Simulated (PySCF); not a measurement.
CH5GaO, singlet, geometry from GFN2-xTB (such geometries of metal compounds can be far from the true shape), with bond 6-3 at 2.4 times its length; CASCI(4,6)+NEVPT2/6-31G (PySCF).

The PySCF input:
```python
from pyscf import gto, scf, mcscf, mrpt
import numpy

mol = gto.M(
    atom='''
Ga   -0.29015306   -0.17784590   -0.10974113
H    -1.55389704   -0.97314859   -0.57907119
C     0.31064779    1.70772616   -0.51570135
H     1.29737702    1.66668288   -0.98065854
H     0.40623268    2.25324780    0.42492289
H    -1.32766829    2.99842886   -2.09302513
O     0.79128380   -1.01501636    0.92525487
H     1.02285904   -1.80530429    1.40187055
''',
    basis='6-31g',
    verbose=4,
)

mf = scf.RHF(mol)
mf.kernel()
mc = mcscf.CASCI(mf, 6, 4)
mc.fix_spin_(ss=0.0)
mc.kernel()
occ = numpy.linalg.eigvalsh(mc.fcisolver.make_rdm1(mc.ci, mc.ncas, mc.nelecas))[::-1]
ss = mc.fcisolver.spin_square(mc.ci, mc.ncas, mc.nelecas)[0]
print('natural occupations', occ.round(4), ' <S^2>', round(ss, 4))
e2 = mrpt.NEVPT(mc).kernel()
print('E(NEVPT2) = %.10f' % (mc.e_tot + e2))
```

Task: Predict the main parts of the log of this PySCF run.

Result: 
```
PySCF version 2.14.0

[INPUT] verbose = 4
[INPUT] num. atoms = 8
[INPUT] num. electrons = 50
[INPUT] charge = 0
[INPUT] spin (= nelec alpha-beta = 2S) = 0
[INPUT] symmetry False subgroup None
[INPUT] Mole.unit = angstrom
[INPUT] Symbol           X                Y                Z      unit          X                Y                Z       unit  Magmom
[...]
nuclear repulsion = 186.736525627707
number of shells = 31
number of NR pGTOs = 154
number of NR cGTOs = 55
basis = 6-31g
ecp = {}

******** <class 'pyscf.scf.hf.RHF'> ********
method = RHF
initial guess = minao
damping factor = 0
level_shift factor = 0
DIIS = <class 'pyscf.scf.diis.CDIIS'>
diis_start_cycle = 1
diis_space = 8
diis_damp = 0
SCF conv_tol = 1e-09
SCF conv_tol_grad = None
SCF max_cycles = 50
direct_scf = True
direct_scf_tol = 1e-13
Set gradient conv threshold to 3.16228e-05
Initial guess from minao.
init E= -2037.60212793613
[...]
cycle= 1 E= -2038.23061379954  delta_E= -0.628  |g|= 0.553  |ddm|=  2.4
[...]
cycle= 2 E= -2038.28292234984  delta_E= -0.0523  |g|= 0.368  |ddm|= 0.68
[...]
cycle= 3 E= -2038.31008687759  delta_E= -0.0272  |g|= 0.0469  |ddm|= 0.258
[...]
cycle= 4 E= -2038.31156252506  delta_E= -0.00148  |g|= 0.0114  |ddm|= 0.114
[...]
cycle= 5 E= -2038.31165679721  delta_E= -9.43e-05  |g|= 0.00701  |ddm|= 0.0244
[...]
cycle= 6 E= -2038.31168957939  delta_E= -3.28e-05  |g|= 0.00191  |ddm|= 0.0153
[...]
cycle= 7 E= -2038.31169475302  delta_E= -5.17e-06  |g|= 0.00109  |ddm|= 0.00574
[...]
cycle= 8 E= -2038.31169606151  delta_E= -1.31e-06  |g|= 0.000376  |ddm|= 0.00301
[...]
cycle= 9 E= -2038.31169629811  delta_E= -2.37e-07  |g|= 9.71e-05  |ddm|= 0.00126
[...]
cycle= 10 E= -2038.31169631677  delta_E= -1.87e-08  |g|= 1.93e-05  |ddm|= 0.000436
[...]
cycle= 11 E= -2038.31169631727  delta_E= -4.94e-10  |g|= 3.6e-06  |ddm|= 7.46e-05
[...]
Extra cycle  E= -2038.31169631728  delta_E= -1.46e-11  |g|= 1.89e-06  |ddm|= 8.17e-06
converged SCF energy = -2038.31169631728

******** <class 'pyscf.mcscf.casci.CASCI'> ********
CAS (2e+2e, 6o), ncore = 23, nvir = 26
natorb = False
canonicalization = True
sorting_mo_energy = False
******** <class 'pyscf.fci.addons.SpinPenaltyFCISolver'> ********
max. cycles = 200
conv_tol = 1e-08
davidson only = True
linear dependence = 1e-12
level shift = 0.001
max iter space = 12
nroots = 1
pspace_size = 400
spin = None
Density matrix diagonal elements [1.99736128e+00 1.53906801e+00 4.43921938e-01 8.38735057e-05
 1.62361209e-02 3.32877006e-03]
CASCI converged
[...]
CASCI E = -2038.39271656912  E(CI) = -3.01666745868670  S^2 = 0.0000000
[...]
6 O 3px          0.03873  -0.00577   0.00395   0.02337  -0.05513
6 O 3py          0.03132   0.00904  -0.00716  -0.01675   0.01792
6 O 3pz          0.01149  -0.00743   0.00549   0.02181  -0.04243
7 H 1s          -0.02610  -0.02968   0.03510   0.10556  -0.22165
7 H 2s           0.00319   0.01472  -0.01092   0.05172  -0.12486
               #6
0 Ga 1s         -0.00000
0 Ga 2s          0.00000
0 Ga 3s         -0.00000
0 Ga 4s         -0.00000
0 Ga 5s          0.00000
0 Ga 2px        -0.00013
0 Ga 2py         0.00008
0 Ga 2pz         0.00020
0 Ga 3px         0.00229
0 Ga 3py        -0.00151
0 Ga 3pz        -0.00361
0 Ga 4px        -0.44863
0 Ga 4py         0.29530
0 Ga 4pz         0.70762
0 Ga 5px        -0.19080
0 Ga 5py         0.12559
0 Ga 5pz         0.30095
0 Ga 3dxy        0.00446
0 Ga 3dyz       -0.00007
0 Ga 3dz^2       0.00949
0 Ga 3dxz        0.00362
0 Ga 3dx2-y2    -0.00351
0 Ga 4dxy       -0.00323
0 Ga 4dyz        0.00005
0 Ga 4dz^2      -0.00689
0 Ga 4dxz       -0.00263
0 Ga 4dx2-y2     0.00255
1 H 1s          -0.00000
1 H 2s          -0.00000
2 C 1s           0.00000
2 C 2s          -0.00000
2 C 3s          -0.00000
2 C 2px          0.02314
2 C 2py         -0.01523
2 C 2pz         -0.03649
2 C 3px         -0.00012
2 C 3py          0.00008
2 C 3pz          0.00019
3 H 1s           0.06700
3 H 2s           0.00789
4 H 1s          -0.06700
4 H 2s          -0.00789
5 H 1s          -0.00000
5 H 2s           0.00000
6 O 1s          -0.00000
6 O 2s          -0.00000
6 O 3s          -0.00000
6 O 2px          0.11561
6 O 2py         -0.07610
6 O 2pz         -0.18235
6 O 3px          0.03282
6 O 3py         -0.02161
6 O 3pz         -0.05177
7 H 1s           0.00000
7 H 2s           0.00000
<CAS-nat-orb|mo-hf>  24     24       0.99908364
<CAS-nat-orb|mo-hf>  25     25       0.99676557
<CAS-nat-orb|mo-hf>  26     26       0.98015009
<CAS-nat-orb|mo-hf>  27     28       0.78881057
<CAS-nat-orb|mo-hf>  27     29       0.58847939
<CAS-nat-orb|mo-hf>  28     28      -0.58688040
<CAS-nat-orb|mo-hf>  28     29       0.80634982
<CAS-nat-orb|mo-hf>  29     27       1.00000000
Sr    (-1)',   E = -0.01132594522230
Si    (+1)',   E = -0.00215500672708
Sijrs (0)  ,   E = -0.33560066572376
Sijr  (+1) ,   E = -0.03411091395903
Srsi  (-1) ,   E = -0.04328226131228
Srs   (-2) ,   E = -0.00676908995038
Sij   (+2) ,   E = -0.00269997990390
Sir   (0)' ,   E = -0.01453445325297
Nevpt2 Energy = -0.450478316051698
E(NEVPT2) = -2038.8431948852
```
